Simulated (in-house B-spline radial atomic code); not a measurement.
Results of a calculation; reference values are marked as such.
## Building a PAW d channel for Ru, r_c = 1.23 bohr

Ru, [Kr] 4d7 5s1, non-relativistic PBE, spherical and spin-unpolarised, from a B-spline radial code for spherical atoms (atomic units; all potentials screened as in the neutral atom).

Two all-electron partial waves φ1, φ2 are integrated outwards at E1 = ε(4d) = -0.203047 and E2 = E1 + 0.5 hartree; φ1 is the bound orbital and φ2 has unit norm inside r_c = 1.2328 bohr. Smooth partners are polynomials, r^3(a0 + a1 r² + a2 r⁴ + a3 r⁶), matched to φ and three derivatives at r_c, with no condition on the norm. The local potential is -22.2415 + (32.9981) r² + (-20.9876) r⁴ + (5.03035) r⁶ inside 1.0093 bohr and the all-electron one outside.

| wave | φ(r_c) | φ'(r_c) | a0 | a1 | a2 | a3 |
| --- | --- | --- | --- | --- | --- | --- |
| 1 | 0.8164851 | -0.04658226 | 2.364684 | -2.473103 | 1.03886 | -0.162326 |
| 2 | 1.289179 | -0.7748422 | 4.480737 | -4.89627 | 2.074515 | -0.325611 |

Inside r_c the overlaps are <φi φj> = [[0.32867, 0.57259], [0.57259, 1.00000]] and, for the smooth waves, [[0.30504, 0.52833], [0.52833, 0.91703]]. With χj = (Ej − T − V_local) applied to smooth wave j, the program's quadrature gives the matrix B_ij = <smooth i, χj> as [[0.26293, 0.46559], [0.48772, 0.86639]].

**Question.** Check the match of the first wave, and find the augmentation charges q_ij.

**Answer.** At r_c the four terms are 4.43048, -7.04215, 4.49578, -1.06763, which sum to 0.8165, φ1(r_c) to rounding. q_ij is the all-electron overlap less the smooth one: [[0.02364, 0.04426], [0.04426, 0.08297]]. The smooth first wave has a norm of 0.3050 inside r_c against 0.3287, and q11 > 0 puts back the missing charge.

**Question.** B isn't symmetric. Show that D_ij = B_ij + Ej q_ij is.

**Answer.** Integrating by parts gives B12 − B21 = (E1 − E2) q12: 0.46559 − (0.48772) = -0.02213, and −0.5 × (0.04426) = -0.02213. So D12 = 0.46559 + (0.296953)(0.04426) = 0.47873 and D21 = 0.48772 + (-0.203047)(0.04426) = 0.47873; D11 = 0.25813, D22 = 0.89103. The projectors, p = (B⁻¹)ᵀ χ, are dual to the smooth waves; det B = 0.00072, small beside B11 B22, as the two smooth waves look alike inside r_c.

Solving (T + V_local + Σ p D p) ψ = E (1 + Σ p q p) ψ in a sphere of 9 bohr, whose wall lifts the free-atom level a little, gives these levels:

| all-electron | one projector | two projectors |
| --- | --- | --- |
| -0.203023 | -0.203023 | -0.203023 |
| 0.122173 | 0.122133 | 0.122173 |
| 0.411753 | 0.411435 | 0.411753 |
| 0.850884 | 0.849548 | 0.850883 |
| 1.430280 | 1.426120 | 1.430260 |

**Question.** What does the second projector gain?

**Answer.** With one projector the errors are 0.00, -0.04, -0.32, -1.34, -4.16 millihartree. With two the errors are 0.00, 0.00, 0.00, 0.00, -0.02 millihartree. The scattering is exact at E1 and at E2 = 0.297, and over all levels compared the largest error is 0.02 millihartree. The lowest eigenvalue of the overlap operator is 1 with one and 1 with two projectors. The smooth orbital alone needs a cutoff of 22.3 hartree for 1 millihartree of kinetic energy, against 28.9 for a norm-conserving Troullier-Martins orbital of the same radius; part of the gain comes from giving up the norm, part from the simpler form.
